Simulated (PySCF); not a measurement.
Compound: [FeO4]2- (charge -2 and triplet state).
Cartesian coordinates in Å at the PBE0-D3(BJ)/def2-SVP level; atoms count from 1:
```xyz
5
FeO4 angstrom
Fe     0.0144   -0.0219   -0.0123
O      0.0281   -0.0493    1.6227
O      1.5507   -0.0333   -0.5672
O     -0.7422    1.3324   -0.5305
O     -0.7762   -1.3384   -0.5748
```

The calculation used PBE0-D3(BJ)/def2-SVP geometry optimisation, gas phase (PySCF).

Q: Which atoms are bound to Fe1, and at what distances?

A: 4 atoms: O3 1.634 Å, O2 1.635 Å, O5 1.635 Å, O4 1.636 Å.

Q: List the angles at Fe1.

A: 
| angle | degrees | distance of the outer atoms (Å) |
| --- | --- | --- |
| O2–Fe1–O4 | 109.5 | 2.67 |
| O2–Fe1–O5 | 109.5 | 2.67 |
| O4–Fe1–O5 | 109.5 | 2.67 |
| O3–Fe1–O4 | 109.5 | 2.67 |
| O3–Fe1–O5 | 109.4 | 2.67 |
| O2–Fe1–O3 | 109.4 | 2.67 |

Q: What is the shape at Fe1?

A: Tetrahedral: angles from 109.4° to 109.5°; τ4 = (360° − α − β)/141° = 1.00 with α and β the two widest (0 for a square, 1 for a tetrahedron). Differences among atoms that Td makes equivalent are scatter left by the optimiser.

Q: What are the rotational constants (commonest isotopes, rigid rotor)?

A: A = 4436, B = 4435, C = 4426 MHz: a spherical top.

Point group: Td (tolerance 0.08 Å). Charge -2, triplet. ⟨S²⟩ = 2.053 (exact for a triplet: 2.00). Whether so highly charged an anion holds all its electrons in the gas phase wasn't checked; a finite basis holds them in any case. No counter-ion or solvent screens the charge of this multiply charged ion. The geometry's basis has no diffuse functions, a weakness for an anion. Not checked by PBE0-D3(BJ)/def2-SVP frequencies.
